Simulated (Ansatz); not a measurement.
`C#[C][Ge]([C]#C)([C]#C)[C]#C`. The species carries charge 0 and has multiplicity 1.

```xyz
13

C    -1.604   -2.428    1.056
C    -0.982   -1.484    0.646
Ge   -0.002   -0.001    0.001
C    -1.196    1.383   -0.484
C    -1.953    2.265   -0.792
C     1.006   -0.522   -1.512
C     1.648   -0.853   -2.475
C     1.166    0.619    1.352
C     1.910    1.016    2.211
H    -2.156   -3.265    1.419
H    -2.624    3.047   -1.065
H     2.217   -1.145   -3.327
H     2.569    1.367    2.972
```

List the harmonic frequencies (cm⁻¹, unscaled) at PBE0-D4/def2-TZVP in Ansatz. (Best estimate.)

Ansatz gave: 76, 76, 91, 91, 91, 225, 225, 225, 353, 353, 366, 366, 366, 489, 543, 543, 543, 729, 729, 729, 730, 730, 731, 731, 731, 2176, 2176, 2176, 2179, 3468, 3468, 3468, 3468.

Is this a minimum?

Yes, all 33 modes are real.

Give the ideal-gas thermochemistry at 298.15 K and 1 bar (rigid rotor, harmonic oscillator; point group Td, symmetry number 12).

Zero-point energy 200.0 kJ/mol; H(298) − E = 232.9 kJ/mol; entropy 423.4 J/(mol·K), of which translation 173.1, rotation 104.5, vibration 145.7; G(298) − E = 106.7 kJ/mol. Modes under 100 cm⁻¹ are hindered rotations or soft bends, so the harmonic entropy is rough.

And at 400, 500, 600, 800 and 1000 K?


```csv
T (K),H − E (kJ/mol),S (J/mol/K),G − E (kJ/mol)
400,252.0,478.4,60.7
500,272.7,524.4,10.5
600,294.6,564.4,-44.0
800,341.3,631.4,-163.8
1000,390.9,686.6,-295.8
```

Rotational constants (cm⁻¹)?

0.03607, 0.03603, 0.03603.
